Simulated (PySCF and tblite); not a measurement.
The numbers below are computed, except where a source is named.
2 diastereomers of C7H9FOS, numbered alike:

```json
{"isomer": "A", "SMILES": "[CH:1]#[C:2][C@@:3]1([F:4])[CH2:5][CH2:6][CH2:7][S@:8](=[O:9])[CH2:10]1", "descriptors (one enantiomer)": "3S, 8S"}
{"isomer": "B", "SMILES": "[CH:1]#[C:2][C@:3]1([F:4])[CH2:5][CH2:6][CH2:7][S@:8](=[O:9])[CH2:10]1", "descriptors (one enantiomer)": "3R, 8S"}
```

Each isomer is a Boltzmann average at 298.15 K over at most 6 conformers: GFN2-xTB geometries, energies PBE0/6-31G* (D3(BJ) added where defined), GFN2-xTB thermal terms. Programs: PySCF with density fitting and tblite.

Equilibrium rotational constants and dipole components of each isomer's leading conformer, in random order:

```json
{"set": "P", "A (MHz)": "2039", "B (MHz)": "849", "C (MHz)": "721", "abs μa": "2.84", "abs μb": "2.57", "abs μc (D)": "1.33"}
{"set": "Q", "A (MHz)": "1694", "B (MHz)": "921", "C (MHz)": "861", "abs μa": "1.99", "abs μb": "2.40", "abs μc (D)": "1.80"}
```

(1) Match sets and isomers.

The whole study took 4.7 min on 1 thread of Arm Neoverse V1, on a host shared with other jobs (rough), peak memory 0.87 GiB, launched as `OMP_NUM_THREADS=1 python ens_run.py task.json out`.

## Answers

(1) P is B (C1), Q is A (C1).
